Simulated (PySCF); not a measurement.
Computed shifts of a molecule C₂H₅NOSi, PBE/pcSseg-1 run with PySCF, GIAO, gas phase, atoms alike by connectivity averaged where their shifts nearly agree, in ppm (number of nuclei): ¹³C: 95.6 (1), 89.6 (1). ²⁹Si: -49.7 (1). ¹⁵N: 43.0 (1). ¹H: 5.23 (1), 2.23 (1), 1.82 (1), 1.44 (1), 1.15 (1). References: ¹³C against TMS (σ = 182.0 ppm); ²⁹Si against TMS (σ = 335.4 ppm); ¹⁵N against NH3 (σ = 267.0 ppm); ¹⁷O against H2O (σ = 334.3 ppm); ¹H against TMS (σ = 31.49 ppm), references at their B3LYP-D3(BJ)/def2-TZVP geometries, non-relativistic. The structure is a stationary point at B3LYP-D3(BJ)/def2-SVP. Other conformers were not sampled.

### Question
Pick the molecule that these values belong to.
A. [SiH3]C1=NCO1
B. C#C[Si@H](N)O
C. N[Si@H]1C=CO1
D. C[Si@@H]1N=CO1

### Answer
B, C#C[Si@H](N)O
